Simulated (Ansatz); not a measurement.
Relaxation of C$_{2}$H$_{4}$GaN (8 atoms, charge 0, multiplicity 1), to a largest force component of 0.02 eV/Å in at most 50 steps.

These are results of RKS PBE-D4/def2-SVP in Ansatz, not measurements.

```xyz
8
Properties=species:S:1:pos:R:3:forces:R:3
C -0.074 0.392 -0.977 -0.70 -0.92 0.31
N 0.818 1.215 -0.618 1.50 1.31 0.75
Ga 0.830 0.365 1.166 -0.27 -0.28 -0.04
C -0.582 -0.648 -0.012 0.52 0.43 0.29
H -0.475 0.436 -1.986 -0.46 0.02 -1.10
H 1.536 0.454 2.628 -0.19 0.01 -0.48
H -0.396 -1.665 -0.372 0.12 -0.57 0.00
H -1.658 -0.550 0.170 -0.51 -0.01 0.28
```

Where does it end, and by what steps?

The forces met the threshold. After 5 steps the energy has fallen by 0.115 eV; H6 moved furthest, 0.08 Å.

```
step  energy less start (eV)  largest force component (eV/Å)  accepted
   0                  0.0000                           1.496       yes
   1                 -0.1018                           0.360       yes
   2                 -0.1145                           0.097       yes
   3                 -0.1148                           0.075       yes
   4                 -0.1150                           0.060       yes
   5                 -0.1150                           0.005       yes
```

```xyz
8
Properties=species:S:1:pos:R:3
C -0.062 0.410 -0.988
N 0.851 1.237 -0.587
Ga 0.789 0.327 1.148
C -0.573 -0.641 -0.008
H -0.468 0.467 -2.032
H 1.497 0.447 2.554
H -0.377 -1.690 -0.319
H -1.655 -0.557 0.232
```

Whether the end is a true minimum wasn't checked by a vibrational analysis.

Time of the run: 11 s on 2 threads of Arm Neoverse V1, on a shared host, peak memory 0.13 GiB.
